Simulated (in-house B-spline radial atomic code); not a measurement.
# Ionising Tc II (Tc+) with different functionals

Computed with a B-spline radial code for spherical atoms: scalar-relativistic (spin-free X2C) Hamiltonian, Fermi nucleus of rms radius 4.41117 fm, spin-polarised at highest spin, spherical fractional occupations for the functionals, and exact exchange of hybrids averaged over the configuration. The ionisation energy is the difference of two self-consistent energies, [Kr] 4d5 5s1 → [Kr] 4d5, without Breit or QED terms; ε is the level of the shell that loses the electron (its least bound occupied spin orbital). There is no spin-orbit coupling in this Hamiltonian.

| method | rung | ΔSCF (eV) | -ε(5s) (eV) |
| --- | --- | --- | --- |
| PBE0 | global hybrid | 15.32 | 12.82 |
| B3LYP | global hybrid | 15.39 | 12.66 |
| TPSSh | global hybrid | 15.24 | 12.29 |
| BHandHLYP | global hybrid | 14.90 | 13.27 |
| r2SCAN0 | global hybrid | 15.33 | 13.09 |
| B97-1 | global hybrid | 15.04 | 12.46 |
| HSE06 | range-separated hybrid | 15.35 | 12.45 |
| CAM-B3LYP | range-separated hybrid | 15.21 | 13.85 |
| LC-wPBE | range-separated hybrid | 14.98 | 14.89 |

Q: Among the functionals, which spreads more, the ΔSCF values or the orbital energies?

A: The orbital energies: ΔSCF values span about 0.49 eV and the orbital energies 2.60 eV; here energy differences depend much less on the functional than eigenvalues do.

Q: How do they compare with the NIST value?

A: NIST lists 15.260 eV (semi-empirical, ground level to ground level). Errors run from -0.36 to +0.13 eV; TPSSh is closest (-0.02 eV), but part of that can be cancellation, since the calculations leave out spin-orbit coupling, Breit-QED terms, multiplet and fine-structure energies.
